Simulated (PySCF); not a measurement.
GaI₂ (SMILES [I][Ga+][I]), charge +1, singlet, at a GFN2-xTB geometry (such geometries of metal compounds can be far from the true shape) (all electrons, no relativity). Base run: HF/STO-3G (PySCF).

Geometry (Å):
```xyz
3

Ga     0.0000     0.0000     0.0000
I      0.0000     0.0000     2.5045
I      0.0000     0.0000    -2.5045
```
Charge +1, spin multiplicity 1.
All else is at PySCF's defaults.
Base energy -15602.17658 Eh.

Variants of this job, named by their change:

```
change                                                                            ΔE vs base (µEh)  SCF cycles
--------------------------------------------------------------------------------  ----------------  ----------
base                                                                                           0.0           9
level_shift = 0.1 (with mf.max_cycle = 100)                                                    0.0          11
conv_tol = 1e-6                                                                                0.0           8
init_guess = huckel                                                                            0.0           8
diis = off; damp = 0.3 (with mf.diis_start_cycle = 200; with mf.max_cycle = 150)               0.0          21
level_shift = 1.0 (with mf.max_cycle = 100)                                                    0.0          28
solver = newton; init_guess = 1e                                                               0.0           -
level_shift = 0.3 (with mf.max_cycle = 100)                                                    0.0          14
conv_tol_grad = 1e-3                                                                           0.0           9
conv_tol = 1e-12                                                                               0.0          20
diis_space = 20                                                                                0.0           9
conv_tol = 1e-4                                                                                0.5           6
damp = 0.5; diis_start_cycle = 5                                                               0.0          12
```
